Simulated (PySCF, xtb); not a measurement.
B(CF3)(H)2 (CH₂BF₃), SMILES BC(F)(F)F.

Harmonic wavenumbers (cm⁻¹) from GFN2-xTB in xtb at its own minimum, in rising order: 85, 198, 288, 453, 458, 534, 753, 779, 785, 991, 1049, 1103, 1178, 2704, 2779.

### Question
What does B3LYP-D3(BJ)/def2-SVP in PySCF give at its own minimum? (The exact figures need the calculation; the answer reports its results.)

### Answer
143, 227, 322, 507, 523, 577, 811, 834, 1011, 1110, 1184, 1199, 1355, 2625, 2739. Paired by order, the mean absolute difference is 84 cm⁻¹ and the zero-point energies are 20.2 and 21.7 kcal/mol.
